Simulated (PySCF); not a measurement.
These compounds are isomers of formula C₆H₁₄Si₃.

A. SMILES C1(C2=C[SiH2]C2([SiH3])[SiH3])CC1
B. `C=C(C)C1=C[SiH2]C1([SiH3])[SiH3]`
C. SMILES C1(C#C[Si@@H](C)[SiH2][SiH3])CC1

Spectrum 1. ¹H NMR (300 MHz, computed): δ 4.75 (m, 1H), 3.44 (m, 3H), 3.38 (m, 1H), 3.16 (m, 1H), 1.37 (m, 1H), 0.78 (m, 1H), 0.77 (m, 1H), 0.76 (m, 1H), 0.72 (m, 1H), 0.34 (d, 3H). ¹³C{¹H} NMR (computed): δ 124.7 (C), 79.8 (C), 11.8 (CH2), 11.6 (CH2), 3.5 (CH), -0.6 (CH3).

Spectrum 2. ¹H NMR (300 MHz, computed): δ 4.94 (m, 1H), 4.84 (m, 2H), 4.17 (s, 6H), 1.32 (m, 1H), 1.05 (m, 2H), 0.76 (m, 2H). ¹³C{¹H} NMR (computed): δ 187.3 (C), 111.4 (CH), 16.6 (CH2), 16.6 (CH), 15.3 (C).

Spectrum 3. ¹H NMR (300 MHz, computed): δ 5.82 (t, 1H), 5.69 (m, 1H), 5.55 (m, 1H), 4.81 (m, 2H), 4.20 (s, 6H), 2.06 (s, 3H). ¹³C{¹H} NMR (computed): δ 176.1 (C), 148.1 (C), 126.2 (CH), 125.8 (CH2), 23.2 (CH3), 8.2 (C).

[PySCF: shielding tensors at PBE0/pcSseg-1 (GIAO); GFN2-xTB geometry; a single conformation; one averaged value for each set of equivalent atoms; isolated molecule; non-relativistic Hamiltonian]

Referencing at the same level of theory: ¹H (31.72 ppm) and ¹³C (186.93 ppm) against TMS. Where no couplings were computed, multiplicities follow the n + 1 count of equivalent neighbours, and m marks all less simple cases (inequivalent or close neighbours, rings, F or P nearby). Shifts are as computed. Against solution values, carbons near 30 ppm lie about +3 ppm off and those near 130 ppm about +5 ppm. Of 1211 compounds with measured shifts, 218 miss one by over three times the rms of a fit or turn the order of signals round; such compounds aren't used in these exercises.

Problem. Match each spectrum to its structure.

Solution. 1–C, 2–A, 3–B.

- Spectrum 1 (C): 6 ¹³C signals; δC 79.8 is an alkyne carbon; δC 11.8 is a three-membered-ring carbon.
- Spectrum 2 (A): 5 ¹³C signals; δC 111.4 is an alkene CH; δC 16.6 is a three-membered-ring carbon.
- Spectrum 3 (B): 6 ¹³C signals; δC 148.1 is a fully substituted alkene carbon; δC 126.2 is an alkene CH.
